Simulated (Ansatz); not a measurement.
`C[SiH](F)S[SiH](O)O` → C• + F• + 7 H• + 2 O• + S• + 2 Si•  (atomization)

Isolated molecules relaxed with PBE0-D4/def2-TZVP in Ansatz; ΔE leaves out vibrations. CBS: MP2 limit from def2 TZ/QZ plus the TZ coupled-cluster correction, frozen cores. This one scheme is used for every species, atoms too. Functionals use def2-TZVPP. No spin–orbit coupling; open shells (•) take unrestricted orbitals. Spin–orbit coupling would lower the free atoms: a little for C, F, O, S, Si. One conformer a species, not always the lowest.

| level | ΔE (eV) | difference from CCSD(T)/CBS |
| --- | --- | --- |
| PBE-D4 | 56.22 | 0.23 |
| r2SCAN-D4 | 55.90 | -0.09 |
| PBE0-D4 | 55.28 | -0.71 |
| ωB97M-V | 55.97 | -0.02 |
| r2SCAN | 55.80 | -0.19 |
| HF/def2-TZVPP | 40.71 | -15.28 |
| SCS-MP2/def2-TZVPP | 55.07 | -0.92 |
| CCSD(T)/def2-TZVPP | 54.27 | -1.72 |
| HF/def2-QZVPP | 40.84 | -15.15 |
| MP2/CBS(def2) | 57.27 | 1.28 |
| CCSD(T)/CBS | 55.99 | 0 |

Largest T1 diagnostic among the species: 0.012.

From PBE to PBE0 (25 % exact exchange), in def2-TZVPP and without D4, ΔE moves by −0.88 eV: exact exchange takes away binding that semilocal exchange gives to molecules. In def2-TZVPP, CCSD(T) changes the Hartree–Fock value by +13.56 eV (the triples alone add +0.83 eV) and MP2 by +14.84 eV; breaking electron pairs costs correlation energy, which Hartree–Fock lacks. The D4 term adds +0.66 eV with B3LYP and +0.35 eV with PBE0; it sums over pairs of atoms, weighted by their polarisabilities, and B3LYP, whose exchange is more repulsive, gets the larger term.

B3LYP here is the variant with VWN-RPA as its local correlation; programs differ in this.

For atomizations the MP2-based limit and the directly extrapolated one differ by several kJ/mol either way, and by 10 to 25 for some Ge, Se and Sn compounds, so smaller differences from it don't rank the levels.
